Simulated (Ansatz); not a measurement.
ClFH3Si2 (`F[SiH][SiH2]Cl`) radical. Total charge 0; spin multiplicity 2. Geometry: relaxed with PBE0-D4/def2-TZVP. It is one conformer, not always the lowest.

```xyz
7

F    -1.759    1.413    1.063
Si   -0.987    0.002    1.027
Si    0.825    0.072   -0.458
Cl    1.531   -1.865   -0.484
H    -1.986   -1.044    0.662
H     0.475    0.459   -1.850
H     1.901    0.962    0.040
```

**Question.** What is the dipole moment at B3LYP/def2-TZVPP? (Best estimate.)

**Answer.** Ansatz gave: 0.24 D, with components (0.17, 0.16, -0.06) D in this frame, pointing from negative to positive charge.

**Question.** And with PBE, r2SCAN, ωB97M-V? (Estimate.)

**Answer.** The calculation gave: PBE 0.23 D, r2SCAN 0.23 D, ωB97M-V 0.23 D.

**Question.** Give the Mulliken charges with B3LYP, PBE, r2SCAN in def2-TZVPP. (Best estimate.)

**Answer.** The calculation gave: 
| atom | B3LYP | PBE | r2SCAN |
| --- | --- | --- | --- |
| F1 | -0.31 | -0.26 | -0.31 |
| Si2 | 0.38 | 0.33 | 0.39 |
| Si3 | 0.33 | 0.27 | 0.35 |
| Cl4 | -0.25 | -0.21 | -0.25 |
| H5 | -0.06 | -0.05 | -0.06 |
| H6 | -0.05 | -0.04 | -0.06 |
| H7 | -0.05 | -0.04 | -0.06 |

B3LYP here is the variant with VWN-RPA as its local correlation; programs differ in this.
